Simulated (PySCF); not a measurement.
# TeI at PBE0

Computed with PBE0; Te cc-pVTZ-PP with ECP28, I cc-pVTZ-PP with ECP28; scalar-relativistic core potentials (PySCF 2.14).

```json
{
 "state": "²Π (doublet), unpaired electrons π ↑",
 "bond length": "2.651 Å",
 "harmonic wavenumber": "224 cm⁻¹",
 "force constant": "1.90 mdyn/Å",
 "rotational constant Be": "0.03736 cm⁻¹",
 "anharmonicity ωexe": "0.440 cm⁻¹",
 "vibration–rotation constant αe": "9.46e-05 cm⁻¹",
 "well depth De to Te + I": "2.21 eV",
 "dissociation energy D0": "2.20 eV",
 "bond order (Mayer)": "1.30",
 "dipole moment (positive dipole means Te(−)I(+))": "-0.40 D"
}
```

Spin–orbit coupling is left out, which matters for elements this heavy, above all for dissociation energies. The state is the lowest determinant that a PBE0 search found; another state may lie lower at other levels.
